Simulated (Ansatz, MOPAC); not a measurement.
Potential energy surface of H₃Si (cation, charge +1), singlet: umbrella (inversion) coordinate, bond length relaxed. Scanned: angle between the Si-H bonds and the threefold axis (90 = planar). Other coordinates (Si-H bond length) were minimised at B3LYP/def2-TZVP. Each profile is relative to its own lowest point.

| a / ° | A | B | C |
|---|---|---|---|
| 90 | 0.0 | 0.0 | 0.0 |
| 93.23 | 2.7 | 1.5 | 1.7 |
| 96.64 | 11.5 | 6.5 | 7.2 |
| 99.30 | 22.5 | 12.6 | 14.2 |
| 101.44 | 34.2 | 19.1 | 21.5 |
| 104.51 | 55.1 | 30.7 | 34.7 |
| 108.65 | 91.6 | 50.7 | 57.4 |
| 110.73 | 113.6 | 62.5 | 71.0 |
| 113.56 | 147.5 | 80.5 | 91.9 |
| 117.43 | 201.8 | 108.7 | 125.0 |
| 119.70 | 238.0 | 127.1 | 146.7 |
| 122.38 | 285.0 | 150.5 | 174.5 |
| 126.51 | 367.3 | 190.1 | 221.4 |
| 128.66 | 415.1 | 212.4 | 247.3 |
| 132 | 496.6 | 249.1 | 288.9 |

Energies in kJ/mol.

### Question
Which curve belongs to which method? The methods are AM1, restricted, heats of formation (MOPAC); PM3, restricted, heats of formation in MOPAC; RHF/def2-SVP (Ansatz, a first-principles code).

### Answer
A is RHF/def2-SVP; B is AM1; C is PM3.
